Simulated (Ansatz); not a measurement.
Program: Ansatz 0.2.0.

A structure relaxed at PBE0-D4/def2-TZVP, charge 0, multiplicity 1:

```
atom    x (Å)    y (Å)    z (Å)
  C1  -1.3626  -0.8547  -0.9554
 Si2   0.1920   0.1036  -0.5260
  C3   1.5527  -1.0400   0.0741
 Si4  -0.2773   1.7304   1.0979
  F5  -0.7908   1.0091   2.4468
  H6  -1.1521  -1.6068  -1.7201
  H7  -1.7563  -1.3679  -0.0747
  H8  -2.1422  -0.1922  -1.3374
  H9   0.6648   0.8510  -1.7310
 H10   1.2479  -1.5582   0.9865
 H11   1.7834  -1.7940  -0.6830
 H12   2.4685  -0.4855   0.2900
 H13  -1.3503   2.6705   0.6699
 H14   0.9221   2.5348   1.4623
```

(1) Give its formula and SMILES.

(2) Point group (tolerance 0.08 Å, 0.16 Å for H)?

(3) Summarise the bond lengths by kind.

Results:

(1) C2H9FSi2, `C[SiH](C)[SiH2]F`.

(2) Cs.

(3) 2 × C–Si 1.876 Å; 6 × C–H 1.092 to 1.093 Å; 1 × Si–Si 2.346 Å; 3 × H–Si 1.489 to 1.495 Å; 1 × F–Si 1.614 Å.
